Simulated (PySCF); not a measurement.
**A search over the determinants of RbS**

Unrestricted PBE0; Rb x2c-TZVPPall, S x2c-TZVPPall; spin-free X2C with a Gaussian nucleus (PySCF 2.14). Outer shells of the fragments: Rb 5s1; S 3s2 3p4.

Followed along the bond (rough minima from three points):

```csv
2Ms+1,unpaired,⟨S²⟩ at the start,R at minimum (Å),Te (eV)
2,π ↑,0.76,2.93,0.00
2,σ ↑,0.75,2.77,0.19
4,"σ ↑, π ↑↑",3.76,none in the scan,≤ 2.70
```

Solutions found at the starting distance of 3.045 Å, counted from the lowest of them; the search is not exhaustive and high or unbound solutions are not listed, so other states can lie among these:

```
2Ms+1   unpaired   term  E (eV)  ⟨S²⟩  ⟨Lz²⟩   μ (D)
    2        π ↑     ²Π    0.00  0.76   1.01  -10.71
    2        σ ↑    ²Σ⁺    0.29  0.75   0.00  -11.30
    4  σ ↑, π ↑↑    ⁴Σ⁻    2.83  3.76   0.00    1.88
    2  σ ↓, π ↑↑  mixed    2.86  1.76   0.00    2.37
    4  σ ↑↑, π ↑     ⁴Π    2.97  3.75   1.01    2.19
    2  σ ↑, π ↑↓  mixed    3.25  1.76   2.03    2.12
    4      π ↑↑↑     ⁴Π    3.98  3.76   1.00    1.42
    4  σ ↑, π ↑↑  mixed    4.17  3.76   2.01    1.70
    4  σ ↑, π ↑↑  mixed    4.22  3.75   2.01    2.70
    4  π ↑↑, δ ↑     ⁴Δ    4.63  3.76   4.00    0.76
```

A term symbol is given only where ⟨S²⟩ and ⟨Lz²⟩ are close to those of a pure state; real π, δ and φ orbitals otherwise mix terms. A positive dipole means Rb(−)S(+).

Compare the gap between the two lowest followed solutions at the starting distance with the gap between their minima.

At PBE0 the second solution (doublet, unpaired electrons σ ↑) lies +0.29 eV from the first (doublet, unpaired electrons π ↑) at 3.045 Å and +0.19 eV at the minima; the two curves relax by different amounts, since their minima lie near 2.77 and 2.93 Å.

Spin–orbit coupling is left out. Counting both spins, an empty level lies below a filled one in some of these solutions, because spin and occupation are held.
